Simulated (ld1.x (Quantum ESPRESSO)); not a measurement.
**Building the TM potential for oxygen (O) (PBE, scalar-relativistic).**

```json
{"Element": "oxygen", "Generator": "ld1.x (Quantum ESPRESSO) 7.5", "Type": "norm-conserving Troullier–Martins (Kleinman–Bylander form)", "Functional": "PBE", "Relativity": "scalar-relativistic", "Frozen core": "[He]", "Valence charge": "6", "Reference configuration": "2s1 2p5", "Partial waves": "2s (bound): rc 0.64 bohr; 2p (bound): rc 1.56 bohr; 3d channel at 0.25 Ry: rc 1.34 bohr", "Local potential": "all-electron potential smoothed inside 1.08 bohr (lloc = -1)", "Core correction": "Bessel-smoothed model core, default radius (core density twice the valence density)"}
```

All-electron outer shells of the reference configuration (PBE, scalar-relativistic, ld1.x):

```csv
shell,level (eV),outermost node (bohr),outermost maximum (bohr)
1s,-515.42,–,0.13
2s,-24.42,0.28,0.87
2p,-9.45,–,0.82
```

Question: Does the generator finish with these settings?

Answer: Yes, a potential is produced and its reference levels are reproduced.

Question: Estimate the cutoffs (Ry, on a coarse ladder) from which the occupation-weighted sum of valence levels, in a spherical-Bessel basis at the reference potential, stays within 10 and 1 mRy of its value at 400 Ry.

Answer: 140 Ry and 230 Ry.

Question: What does a ghost test show?

Answer: No extra level below or beside the all-electron valence levels (s, p, d, f tested).

Question: Which valence shell sets the plane-wave cutoff?

Answer: 2s: its level needs 230 Ry to come within 1 mRy, against 60 Ry for 2p.

Question: Tests: 2s2 2p4; 2s2 2p3; 2s2 2p2; 2s2 2p4.3; 2s0 2p6; 2s2 2p1; 2s2 2p0. Which has the largest error in its energy relative to the reference configuration, and how large is it?

Answer: 2s2 2p0, with +3277 meV (all-electron minus pseudo) on +165.84 eV.
